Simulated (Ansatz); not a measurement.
System: GaOFH2, charge 0, singlet. GaOFH2 (SMILES [OH][GaH][F]).
B3LYP-D3(BJ)/def2-TZVP minimum from Ansatz (an electronic-structure program):
```xyz
5

Ga    -0.1788    -0.2724     0.0962
H     -0.9357    -1.5236     0.5723
F      1.4419     0.1016     0.6934
O     -0.7909     0.9263    -1.0691
H     -0.1706     1.6430    -1.2428
```
Charge 0, spin multiplicity 1.

Quantity: atomisation energy (electronic, to ground-state atoms), in kcal/mol. UHF or UKS for unpaired electrons; spin-orbit terms are left out. Cores are frozen in correlated methods (noble-gas shells, and filled d and f shells in the p block). No relativity. CBS(X,Y): correlation extrapolated as X^-3, Hartree-Fock from the larger set (Q,5: extrapolated as (X+1)exp(-9√X)). A bracket is a step between two methods taken in the basis named. Double hybrids freeze cores in their MP2 part. For partners of very few electrons the exact lower level stands in for a higher one.

CCSD(T)/CBS(cc-pVQZ,cc-pV5Z) + [CCSDT(Q) - CCSD(T)]/cc-pVTZ (Ansatz) gives 389.5 kcal/mol.

Problem. How far off this value is PBE/def2-TZVPD (Ansatz), in which direction, and how far these levels: r2SCAN/def2-TZVPD, wB97M-V/def2-TZVPD, B2PLYP/def2-TZVPD, CCSD(T)/CBS(cc-pVQZ,cc-pV5Z)?

Solution. PBE gives 385.0 kcal/mol, 4.5 kcal/mol below it. Differences of the others: r2SCAN/def2-TZVPD (Ansatz) -6.1; wB97M-V/def2-TZVPD (Ansatz) -9.3; B2PLYP/def2-TZVPD (Ansatz) -11.6; CCSD(T)/CBS(cc-pVQZ,cc-pV5Z) (Ansatz) -0.2 kcal/mol.
